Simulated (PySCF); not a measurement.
## Two-component Hartree-Fock for Pm⁺ (promethium, charge +1)

Start: [Xe] 4f5 6s1; 4f5/2 filled at m_j = -3/2, -1/2, +1/2, +3/2, +5/2; 6s1/2 filled at m_j = -1/2. Calculated with PySCF 2.14 in x2c-TZVPall-2c: generalised Hartree-Fock with the X2C-1e Hamiltonian and a Gaussian nucleus; one run each with spin-orbit coupling (SO) switched off, then screened by Boettger's factors.

| spinor shell | electrons | ε, spin-free (eV) | ε, screened SO (eV) | weight of nominal j (screened SO) | rms radius, screened SO (bohr) |
| --- | --- | --- | --- | --- | --- |
| 1s1/2 | 2 | -45412.8 | -45405.6 | 1.000 | 0.0264 |
| 2s1/2 | 2 | -7503.1 | -7500.9 | 1.000 | 0.107 |
| 2p1/2 | 2 | -6694.9 | -7088.2 | 1.000 | 0.0918 |
| 2p3/2 | 4 | -6694.9 | -6523.9 | 1.000 | 0.0979 |
| 3s1/2 | 2 | -1688.3 | -1687.6 | 1.000 | 0.277 |
| 3p1/2 | 2 | -1429.1 | -1510.0 | 1.000 | 0.269 |
| 3p3/2 | 4 | -1429.1 | -1393.3 | 1.000 | 0.282 |
| 3d3/2 | 4 | -1073.1 | -1088.2 | 0.996 | 0.254 |
| 3d5/2 | 6 | -1073.1 | -1062.3 | 0.997 | 0.257 |
| 4s1/2 | 2 | -361.10 | -360.86 | 1.000 | 0.630 |
| 4p1/2 | 2 | -273.35 | -292.51 | 0.976 | 0.651 |
| 4p3/2 | 4 | -273.35 | -264.74 | 0.988 | 0.678 |
| 4d3/2 | 4 | -146.21 | -153.81 | 0.713 | 0.742 |
| 4d5/2 | 6 | -146.21 | -140.94 | 0.808 | 0.746 |
| 5s1/2 | 2 | -57.572 | -57.534 | 1.000 | 1.56 |
| 5p1/2 | 2 | -34.039 | -37.156 | 0.913 | 1.75 |
| 4f5/2 | 5 | -18.504 | -18.494 | 0.629 | 1.10 |
| 6s1/2 | 1 | -10.215 | -10.217 | 1.000 | 4.41 |

**Question.** Where does 5p3/2 lie, and what is the 5p spin-orbit splitting (screened SO)?

**Answer.** At -32.634 eV, 4.523 eV above 5p1/2.

```csv
quantity,spin-free,screened SO
E (hartree),-10013.58301,-10018.94573
M_J,2,2
⟨J²⟩,12.018,11.428
⟨L²⟩,30.014,29.882
⟨S²⟩,12.004,11.943
```

The determinant has a definite M_J but mixes levels of different J.

Each row is a mean over spinors that exchange with the open shell spreads, by up to 8.548 eV (4d3/2).

Rows whose weight is well below 1 are mixtures of j = l ± 1/2: exchange outweighs spin-orbit coupling there, and the label is only the starting occupation.

Breit and QED terms are absent; they matter most for the inner s and p1/2 levels.

Densities and radii are taken from the X2C orbitals without a picture-change correction, which distorts them close to the nucleus.

Without spin-orbit coupling the j labels of p, d and f shells carry no meaning; the spin-free column gives the mean over the occupied spinors of each nl shell.
